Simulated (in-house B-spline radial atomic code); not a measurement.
**Ionising Au14+ with different functionals**

Computed with a B-spline radial code for spherical atoms: scalar-relativistic (spin-free X2C) Hamiltonian, Fermi nucleus of rms radius 5.4371 fm, spin-polarised at highest spin, spherical fractional occupations for the functionals. The ionisation energy is the difference of two self-consistent energies, [Kr] 4d10 4f14 5s2 5p3 → [Kr] 4d10 4f14 5s2 5p2, without Breit or QED terms; ε is the level of the shell that loses the electron (its least bound occupied spin orbital). There is no spin-orbit coupling in this Hamiltonian.

Hybrids are left out here: with spherical fractional occupations of an open shell their exact exchange keeps a self-interaction that integer-occupation calculations don't have.

```tsv
method	rung	ΔSCF (eV)	-ε(5p) (eV)
LDA exchange-only	LDA	?	?
AM05	GGA	?	?
TPSS	meta-GGA	325.09	313.63
r2SCAN	meta-GGA	326.37	315.08
```

**Question.** What does LDA exchange-only give?

**Answer.** ΔSCF 323.69 eV, and -ε(5p) = 312.08 eV.

**Question.** What does AM05 give?

**Answer.** ΔSCF 325.16 eV, and -ε(5p) = 313.58 eV.

**Question.** How do they compare with the NIST value?

**Answer.** NIST lists 324 eV ± 16 (tabulated theory, ground level to ground level). Errors run from -0.31 to +2.37 eV; all lie within about twice that uncertainty, so the table can't rank the methods.
